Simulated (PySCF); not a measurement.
# Computed vibrations of [Dy(SH)4]−

[Dy(SH)4]− (singlet in the valence; each metal's 4f electrons, 9 of them, lie in its core potential, out of spins and levels). PySCF 2.14.0, RKS PBE0, Dy lcecp-1-SVP with ECP55, S def2-SVP, H def2-SVP; non-relativistic Hamiltonian with scalar-relativistic core potentials where named; density fitting; no spin-orbit coupling. Central differences of gradients.

```xyz
9

Dy    0.0000    0.0000    0.0001
S     1.5576    1.6459    1.3802
H     2.5852    0.7813    1.2039
S    -1.5576   -1.6459    1.3802
H    -2.5852   -0.7813    1.2039
S     1.6464   -1.5569   -1.3802
H     0.7804   -2.5832   -1.2087
S    -1.6464    1.5569   -1.3802
H    -0.7804    2.5832   -1.2087
```

Run from Python with OMP_NUM_THREADS=2. Where DIIS fails, smearing, a level shift and second-order steps follow.
It took 3 min on 2 threads of Arm Neoverse V2, with other jobs on the host.

Task: What are the harmonic wavenumbers and infrared intensities?

Result: Negative numbers are unstable modes, those under 60 cm⁻¹ near the noise; a finer grid moves soft modes by up to 10 cm⁻¹.
| cm⁻¹ | km/mol | symmetry |
| --- | --- | --- |
| -76 | – |  |
| 49 | 1.5 |  |
| 62 | 0.0 |  |
| 66 | 8.9 |  |
| 68 | 8.6 |  |
| 72 | 5.6 |  |
| 98 | 5.7 |  |
| 113 | 5.6 |  |
| 145 | 28.2 |  |
| 259 | 0.0 |  |
| 267 | 37.4 |  |
| 270 | 56.6 |  |
| 270 | 57.2 |  |
| 386 | 0.1 |  |
| 409 | 39.8 |  |
| 413 | 39.3 |  |
| 428 | 22.3 |  |
| 2689 | 0.3 |  |
| 2689 | 9.4 |  |
| 2694 | 0.3 |  |
| 2694 | 9.4 |  |

Task: Is this a minimum?

Result: No: 1 unstable; the lowest moves the atoms so:
```
Dy   0.00  0.00  0.00
S    0.01  0.01 -0.02
H   -0.09 -0.19  0.40
S   -0.01 -0.01 -0.02
H    0.09  0.19  0.40
S    0.01  0.00  0.02
H   -0.23  0.12 -0.48
S   -0.01  0.00  0.02
H    0.23 -0.12 -0.48
```

An lcecp potential fixes the number of 4f electrons, so in runs with it no electron can move into or out of that shell.
